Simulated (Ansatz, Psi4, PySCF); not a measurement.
System: C4H2, charge 0, multiplicity 1. SMILES: C#CC#C
Geometry from a B3LYP-D3(BJ)/def2-TZVP (Ansatz, a first-principles code) optimisation:
```xyz
6

C      0.0000     0.0000    -1.8866
C      0.0000     0.0000    -0.6818
C      0.0000     0.0000     0.6818
C      0.0000     0.0000     1.8866
H      0.0000     0.0000    -2.9488
H      0.0000     0.0000     2.9488
```

Quantity: vertical triplet-singlet gap, E(triplet) - E(singlet), in eV. Terms: 6-311+G** with 5d; frozen cores in correlated levels; six Cartesian d functions in 6-31G* and its kin unless marked 5d; no dispersion term unless named; UHF or UKS for open shells; each state is the SCF solution reached for its charge and spin; non-relativistic; spin-orbit terms left out. Ab initio and DFT rows: single points at B3LYP-D3(BJ) geometries (Ansatz). A UHF reference is markedly spin-contaminated in at least one set, which strains HF and MP2. The Hartree-Fock reference of C#CC#C is unstable towards a lower, spin-broken solution. Levels can end on unlike triplets.

```json
[
 {"level": "HF/6-31G*", "program": "Ansatz", "vertical triplet-singlet gap, E(triplet) - E(singlet) (eV)": "3.83"},
 {"level": "HF/6-311+G**", "program": "Ansatz", "vertical triplet-singlet gap, E(triplet) - E(singlet) (eV)": "3.79"},
 {"level": "B3LYP/STO-3G", "program": "Ansatz", "vertical triplet-singlet gap, E(triplet) - E(singlet) (eV)": "5.02"},
 {"level": "B3LYP/3-21G", "program": "Ansatz", "vertical triplet-singlet gap, E(triplet) - E(singlet) (eV)": "4.39"},
 {"level": "B3LYP/6-31G*", "program": "Ansatz", "vertical triplet-singlet gap, E(triplet) - E(singlet) (eV)": "4.19"},
 {"level": "M06-2X/6-31G* (5d)", "program": "PySCF", "vertical triplet-singlet gap, E(triplet) - E(singlet) (eV)": "4.62"},
 {"level": "wB97X-D/6-31G*", "program": "Psi4", "vertical triplet-singlet gap, E(triplet) - E(singlet) (eV)": "4.74"},
 {"level": "MP2/6-31G*", "program": "Ansatz", "vertical triplet-singlet gap, E(triplet) - E(singlet) (eV)": "5.54"},
 {"level": "MP2/6-311+G**", "program": "Ansatz", "vertical triplet-singlet gap, E(triplet) - E(singlet) (eV)": "5.43"},
 {"level": "PBE/def2-TZVPD", "program": "Ansatz", "vertical triplet-singlet gap, E(triplet) - E(singlet) (eV)": "4.03"},
 {"level": "M06-2X/def2-TZVPD", "program": "PySCF", "vertical triplet-singlet gap, E(triplet) - E(singlet) (eV)": "4.55"},
 {"level": "wB97X-V/def2-TZVPD", "program": "Ansatz", "vertical triplet-singlet gap, E(triplet) - E(singlet) (eV)": "4.39"}
]
```

No value to compare with is used here. The 9 habitual levels span 3.79 (HF/6-311+G**) to 5.54 eV (MP2/6-31G*); wB97X-V/def2-TZVPD gives 4.39.

The levels are drawn from those run, B3LYP/6-31G* more often than the rest, none by its result; runs whose electronic state is in doubt are left out.
